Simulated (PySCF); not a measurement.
# Dipole moment and polarisability of `FC[SiH2]O[SiH2][SiH2]F`

CH₈F₂OSi₃.
Structure used (GFN2-xTB), in Å, numbered top down from 1:
```
atom  x, y, z in Å
F1    -0.991    1.787   -0.160
C2    -1.972    0.904    0.268
Si3   -1.701   -0.817   -0.537
O4    -0.223   -1.322   -0.160
Si5    1.388   -1.284    0.153
Si6    2.060    0.902    0.383
F7     3.656    0.808    0.663
H8    -2.928    1.354   -0.006
H9    -1.901    0.882    1.358
H10   -2.641   -1.758    0.062
H11   -1.784   -0.688   -1.988
H12    1.489   -2.130    1.352
H13    1.965   -2.033   -0.972
H14    1.993    1.772   -0.789
H15    1.586    1.632    1.559
```

Level: CAM-B3LYP/def2-SVPD (PySCF), static field, nuclei fixed, core orbitals frozen in the response. The polarisability tensor in these axes (au):

```
x   95.40  1.85  1.47
y    1.85 97.81  2.62
z    1.47  2.62 83.30
```

Task: Diagonalise the tensor; give its mean and Δα, where Δα² is half the sum of the squared differences of the eigenvalues.

Result: Principal values 82.74, 94.40 and 99.38 au; mean 92.17 au = 13.66 Å³ = 15.20 × 10⁻⁴⁰ C²·m²/J; Δα = 14.79 au (16 % of the mean).

Task: What is the dipole moment, and where does it point?

Result: (-2.92, -0.78, 0.12) D, 3.03 D in size, pointing from the negative to the positive side. Measured along this direction, the outermost atoms are F7 at the negative end and H10 at the positive end.

Task: Rayleigh depolarisation ratio (linearly polarised light, static tensor)?

Result: ρ = 3Δα²/(45ᾱ² + 4Δα²) = 656.0/(382308 + 874.7) = 0.00171.

Task: How large is μ²/3kT at 298 K beside α?

Result: In Gaussian units μ²/3kT = 74.14 Å³ against 13.66 Å³, a ratio of 5.43; the Debye molar polarisation (4π/3)N_A(α + μ²/3kT) is 221.5 cm³/mol, leaving out the vibrational part.

Task: Molar refractivity from α?

Result: Lorentz–Lorenz: R = (4π/3)N_A α = 2.5225 cm³/(mol·Å³) × 13.66 Å³ = 34.5 cm³/mol, in the limit of long wavelengths.

Geometry: GFN2-xTB, one conformer, isolated molecule.
